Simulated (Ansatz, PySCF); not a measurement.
Si(H)(SiH3) (H4Si2), SMILES [SiH][SiH3] (connectivity only; charge and spin as stated), neutral, multiplicity 1.

Geometry: ωB97X-D3(BJ)/def2-TZVP. The isomer is the one that the SMILES or the coordinates give; other isomers of the formula were not compared.

Vertical ionisation energy (IE) and electron affinity (EA) in eV. Rows of orbital energies are one-electron estimates. Where ΔSCF, EOM or ADC give a negative EA the extra electron is unbound and the value depends on the basis.

| level | IE | EA |
|---|---|---|
| −ε(HOMO), −ε(LUMO), PBE0/def2-TZVPD (PySCF) | 6.64 | 3.38 |
| −ε(HOMO), −ε(LUMO), PBE/def2-TZVPD (PySCF) | ? | ? |
| ΔSCF, CAM-B3LYP/def2-TZVPD (Ansatz), final states of multiplicity 2 and 2 | 8.77 | 1.48 |
| ΔSCF, PBE/def2-TZVPD (Ansatz), final states of multiplicity 2 and 2 | 8.65 | 1.58 |

Q: What belongs in the gaps? (An estimate is asked for; the answer gives what the named calculation found.)

A: 
- −ε(HOMO), −ε(LUMO), PBE/def2-TZVPD (PySCF), IE: 5.68
- −ε(HOMO), −ε(LUMO), PBE/def2-TZVPD (PySCF), EA: 4.26

Q: What vertical singlet–triplet gap does ΔSCF give with CAM-B3LYP/def2-TZVPD (Ansatz, a program for electronic structure) and with PBE/def2-TZVPD (Ansatz)? (The exact figures need the calculation; the answer reports its results.)

A: 0.97 and 0.82 eV (triplet above singlet where positive).
